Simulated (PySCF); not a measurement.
## A survey of $^{19}$F NMR shifts

All values are calculated (PySCF 2.14.0 with density-fitted response routines): structure optimised with GFN2-xTB, PBE0/pcSseg-1 with gauge-including orbitals. Averaged over atoms made equivalent by symmetry, fast rotation or ring inversion, relativity neglected, a single conformation, isolated molecule.

Shieldings were converted by a linear fit to measured shifts: $^{19}$F (scatter 6.0 ppm rms, 7.0 ppm with the 5 outliers that the fit left out vs CFCl3, solution or neat liquid, with a term for F on sp3 carbon). Occasional misses reach two or three times the rms, and more in compound classes unlike the fitted ones.

Question: Give the $^{19}$F shifts of `FC[C@H]1C=NCC1`, `C=NC(=C)CCF`, `C=NC(=C)CCF`.

Answer: 
```
      compound                environment  δ (ppm)
FC[C@H]1C=NCC1  fluorine on an sp3 carbon   -214.7
   C=NC(=C)CCF  fluorine on an sp3 carbon   -214.0
   C=NC(=C)CCF  fluorine on an sp3 carbon   -214.0
```

Question: Order these by $^{19}$F shift, lowest first.
A. C[C@@H](CF)O[SiH2]O
B. [H]/N=C\[C@@H]1CC[C@H]1F
C. C/N=C1/CC[C@@H]1F

Answer: A (-216.8 ppm, fluorine on an sp3 carbon), C (-170.6 ppm, fluorine on an sp3 carbon), B (-158.7 ppm, fluorine on an sp3 carbon).
